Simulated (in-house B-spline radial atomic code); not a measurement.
Ionising Er LXV (Er64+) with different functionals

Computed with a B-spline radial code for spherical atoms: scalar-relativistic (spin-free X2C) Hamiltonian, Fermi nucleus of rms radius 5.2516 fm, spin-polarised at highest spin, spherical fractional occupations for the functionals. The ionisation energy is the difference of two self-consistent energies, [He] 2s2 → [He] 2s1, without Breit or QED terms; ε is the level of the shell that loses the electron (its least bound occupied spin orbital). There is no spin-orbit coupling in this Hamiltonian.

```
       method           rung  ΔSCF (eV)  -ε(2s) (eV)
HF fractional   Hartree-Fock    15991.8      15992.1
         OLYP            GGA    15996.5      15884.5
       r2SCAN       meta-GGA    15989.1      15889.1
         SCAN       meta-GGA    15990.0      15889.8
         TPSS       meta-GGA          ?            ?
         PBE0  global hybrid    15998.0      15909.9
    BHandHLYP  global hybrid          ?            ?
```

**Question.** What does BHandHLYP give?

**Answer.** ΔSCF 15995.9 eV, and -ε(2s) = 15938.6 eV.

**Question.** What does TPSS give?

**Answer.** ΔSCF 15998.3 eV, and -ε(2s) = 15887.2 eV.

**Question.** Among the functionals, which spreads more, the ΔSCF values or the orbital energies?

**Answer.** The orbital energies: ΔSCF values span about 9.2 eV and the orbital energies 54.1 eV; here energy differences depend much less on the functional than eigenvalues do.

**Question.** How do they compare with the NIST value?

**Answer.** NIST lists 15971 eV ± 24 (tabulated theory, ground level to ground level). Errors run from +18.1 to +27.3 eV; all lie within about twice that uncertainty, so the table can't rank the methods.
